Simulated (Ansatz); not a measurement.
`O[BH][GeH3]`. Total charge 0; spin multiplicity 1.

Cartesian coordinates in Å:
```
O -1.6117 0.1740 0.8951
B -0.4716 -0.4797 0.5949
Ge 0.8397 0.3772 -0.7604
H -2.1668 -0.2876 1.5311
H -0.2375 -1.5404 1.1153
H 0.3572 1.7291 -1.3143
H 2.2189 0.5970 -0.1069
H 1.0719 -0.5697 -1.9549
```

**Question.** What are the harmonic wavenumbers in cm⁻¹ at PBE0-D4/def2-TZVP (Ansatz, finite differences of forces, unscaled)? (Estimate.)

**Answer.** The calculation gave: 66, 225, 383, 444, 600, 630, 807, 865, 885, 908, 989, 1181, 1366, 2130, 2131, 2147, 2555, 3846.

**Question.** Is this a minimum?

**Answer.** Yes, all 18 modes are real.

**Question.** Give the ideal-gas thermochemistry at 298.15 K and 1 bar (rigid rotor, harmonic oscillator; point group Cs, symmetry number 1).

**Answer.** Zero-point energy 132.5 kJ/mol; H(298) − E = 149.1 kJ/mol; entropy 309.3 J/(mol·K), of which translation 166.8, rotation 101.9, vibration 40.6; G(298) − E = 56.9 kJ/mol. Modes under 100 cm⁻¹ are hindered rotations or soft bends, so the harmonic entropy is rough.

**Question.** And at 400, 500, 600, 800 and 1000 K?

**Answer.** 
```
T (K)  H − E (kJ/mol)  S (J/mol/K)  G − E (kJ/mol)
  400           158.3        335.7            24.0
  500           168.7        358.9           -10.7
  600           180.3        379.9           -47.7
  800           206.0        416.8          -127.5
 1000           234.3        448.3          -214.1
```
